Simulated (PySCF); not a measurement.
Molecule: SMILES C(C)CCSC (C₅H₁₂S), singlet. Atoms near the plane z = 1.2 Å, at the GFN2-xTB optimised geometry (x, y, z in Å): C1 (2.0, -1.0, 0.0), C2 (0.5, -1.0, 0.0), C3 (-0.1, 0.4, 0.0), C4 (-1.6, 0.4, 0.0), S5 (-2.4, 2.1, -0.1), C6 (-2.0, 2.7, 1.5), H7 (2.4, -0.5, 0.9), H9 (2.4, -2.1, 0.0), H10 (0.1, -1.6, 0.9), H12 (0.3, 0.9, 0.9), H14 (-2.0, -0.1, 0.9), H16 (-2.5, 3.6, 1.6), H17 (-0.9, 2.8, 1.7), H18 (-2.4, 2.0, 2.3).

Level of theory: PBE0/def2-SVP run with PySCF 2.14.0. Cells within 0.4 Å of a nucleus heavier than hydrogen are left out (blank, or x). The values are rescaled to run from 0 to 1.

```
|0013455432100000000000000|
|0024677654321000000000000|
|0135788765542100000000000|
|0135789887654200000000000|
|0235799998864200000000000|
|0245789x99864310000000000|
|1345789988754321000000000|
|1245678876555543100000000|
|0245667665566664310000000|
|0134556655578875321100000|
|0023456766678875433321000|
|0013467876677765455542100|
|0013578986566655567654200|
|0002468876556655678864200|
|0002356665566665678864200|
|0001234444578876677764200|
|0000122234578876566543200|
|0000000123578765455442100|
|0000000012456654344432000|
|0000000001344433233321000|
|0000000000122221112210000|
|0000000000000000000000000|
|0000000000000000000000000|
|0000000000000000000000000|
|0000000000000000000000000|
```
Scale: ten equal steps from 0.000 (start of '0') to 1.00 (end of '9'), in the order '0123456789'; x runs from -4.50 to 4.50, y from -4.50 (bottom) to 4.50 (top).

Which quantity is mapped?
(A) an orbital amplitude
(B) log10 of the electron density
(C) Laplacian of the electron density
(D) electrostatic potential

B, log10 of the electron density. In full: log10 of the electron density (e/bohr³), floored at −4.
